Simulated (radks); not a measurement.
Species: neutral boron. Configuration: [He] 2s2 2p1 (the NIST ground configuration). Calculated with a radial shooting solver on a logarithmic mesh with Libxc functionals: non-relativistic Kohn-Sham, PBEsol, spin-polarised, spherical densities, point nucleus; open shells are filled with parallel spins first; hard spherical wall at 5 bohr.

Radial electron density D(r) = 4 pi r^2 rho(r):

r (bohr),D(r) (e/bohr),spin D(r)
0.0182,0.2491,-0.000105
0.02003,0.2963,-0.000125
0.02222,0.3569,-0.000150
0.02446,0.4229,-0.000177
0.02693,0.5000,-0.000208
0.02964,0.5896,-0.000243
0.03289,0.7028,-0.000286
0.0362,0.8238,-0.000332
0.03985,0.9626,-0.000382
0.04422,1.135,-0.000441
0.04868,1.315,-0.000498
0.05358,1.518,-0.000556
0.05945,1.763,-0.000616
0.06544,2.013,-0.000664
0.07204,2.285,-0.000697
0.07993,2.603,-0.000704
0.08799,2.913,-0.000667
0.09685,3.235,-0.000569
0.1075,3.588,-0.000361
0.1183,3.911,-0.0000358
0.1302,4.218,0.000468
0.1445,4.521,0.00129
0.159,4.757,0.00239
0.1751,4.937,0.00393
0.1943,5.055,0.00624
0.2138,5.079,0.00914
0.2354,5.012,0.0130
0.2591,4.850,0.0180
0.2875,4.571,0.0251
0.3165,4.224,0.0334
0.3483,3.809,0.0439
0.3865,3.306,0.0580
0.4255,2.823,0.0740
0.4683,2.351,0.0931
0.5197,1.886,0.118
0.572,1.526,0.144
0.6297,1.253,0.174
0.6987,1.064,0.211
0.7691,0.9887,0.249
0.8466,0.9980,0.290
0.9394,1.082,0.336
1.034,1.201,0.376
1.138,1.333,0.412
1.263,1.462,0.443
1.39,1.543,0.462
1.53,1.573,0.469
1.698,1.539,0.462
1.869,1.446,0.441
2.057,1.301,0.406
2.265,1.119,0.361
2.513,0.8970,0.301
2.766,0.6888,0.241
3.045,0.4937,0.181
3.379,0.3117,0.119
3.719,0.1793,0.0714
4.094,0.08347,0.0345
4.542,0.02006,0.00856

D(r) has 2 maxima, at r = 0.209, 1.53 bohr, and minima at 0.794 bohr, inside which lie 2.10 electrons.
